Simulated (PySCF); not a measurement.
**SMILES [Se]=P(C)(C)C1CC1, C$_{5}$H$_{11}$PSe**

Molfile (atoms numbered from 1):
```
C5H11PSe
     RDKit          3D

 18 18  0  0  0  0  0  0  0  0999 V2000
   -1.1624   -0.0508    1.8192 C   0  0  0  0  0  0  0  0  0  0  0  0
   -0.6981   -0.4064    0.0824 P   0  0  0  0  0  5  0  0  0  0  0  0
   -1.8663    0.5866   -0.9211 C   0  0  0  0  0  0  0  0  0  0  0  0
   -0.7218   -2.4454   -0.3878 Se  0  0  0  0  0  2  0  0  0  0  0  0
    0.9092    0.4275   -0.1343 C   0  0  0  0  0  0  0  0  0  0  0  0
    1.7847   -0.0482   -1.2570 C   0  0  0  0  0  0  0  0  0  0  0  0
    2.1429   -0.3793    0.1496 C   0  0  0  0  0  0  0  0  0  0  0  0
   -0.4839   -0.5987    2.4716 H   0  0  0  0  0  0  0  0  0  0  0  0
   -1.1064    1.0141    2.0352 H   0  0  0  0  0  0  0  0  0  0  0  0
   -2.1758   -0.4150    1.9841 H   0  0  0  0  0  0  0  0  0  0  0  0
   -1.8085    1.6433   -0.6695 H   0  0  0  0  0  0  0  0  0  0  0  0
   -1.6210    0.4387   -1.9719 H   0  0  0  0  0  0  0  0  0  0  0  0
   -2.8741    0.2142   -0.7414 H   0  0  0  0  0  0  0  0  0  0  0  0
    0.9081    1.4828    0.1149 H   0  0  0  0  0  0  0  0  0  0  0  0
    2.3715    0.6833   -1.7920 H   0  0  0  0  0  0  0  0  0  0  0  0
    1.4072   -0.8527   -1.8736 H   0  0  0  0  0  0  0  0  0  0  0  0
    2.0025   -1.4033    0.4682 H   0  0  0  0  0  0  0  0  0  0  0  0
    2.9835    0.1158    0.6117 H   0  0  0  0  0  0  0  0  0  0  0  0
  1  2  1  0
  2  3  1  0
  2  4  2  0
  2  5  1  0
  5  6  1  0
  6  7  1  0
  7  5  1  0
  1  8  1  0
  1  9  1  0
  1 10  1  0
  3 11  1  0
  3 12  1  0
  3 13  1  0
  5 14  1  0
  6 15  1  0
  6 16  1  0
  7 17  1  0
  7 18  1  0
M  END
```

Computed, not measured: GIAO B3LYP/pcSseg-1 magnetisability, rotational g tensor and spin-rotation constants, non-relativistic, gas phase (PySCF 2.14.0). Geometry: GFN2-xTB.

The calculation is non-relativistic, which matters for the atoms heavier than Zn.

Question: What are the magnetisability and the molar susceptibility?

Answer: Isotropic -1923 × 10⁻³⁰ J/T², or -115.8 × 10⁻⁶ cm³/mol; principal values -1991, -1919, -1860 × 10⁻³⁰ J/T², anisotropy 113 × 10⁻³⁰ J/T² (root of half the summed squared differences of the principal values). The susceptibility is in cgs units.

Question: Split it along the inertial axes a, b, c into diamagnetic and paramagnetic parts about the centre of mass, with the quadrupole moment.

Answer: 
| axis | χ (10⁻⁶ cm³/mol) | diamagnetic (10⁻⁶ cm³/mol) | paramagnetic (10⁻⁶ cm³/mol) | summed x² of all electrons (Å²) | quadrupole Θ (D Å) |
| --- | --- | --- | --- | --- | --- |
| a | -119.3 | -874.9 | 755.6 | 182.8 | -1.23 |
| b | -112.6 | -1075.8 | 963.2 | 135.4 | +2.40 |
| c | -115.5 | -1349.8 | 1234.2 | 70.8 | -1.17 |

Anisotropies 2χaa − χbb − χcc = -10.4 and 2χbb − χaa − χcc = +9.6 × 10⁻⁶ cm³/mol. Θ is traceless in Buckingham's convention.

Question: And the rotational g tensor?

Answer: 
| axis | rotational constant (GHz) | g | nuclear part | electronic part |
| --- | --- | --- | --- | --- |
| a | 1.6945 | +0.0067 | 0.6082 | -0.6015 |
| b | 1.2080 | -0.0002 | 0.5464 | -0.5467 |
| c | 0.9404 | +0.0021 | 0.5473 | -0.5453 |

Asymmetric top; isotopes 12C, 1H, 31P, 80Se; no vibrational averaging.
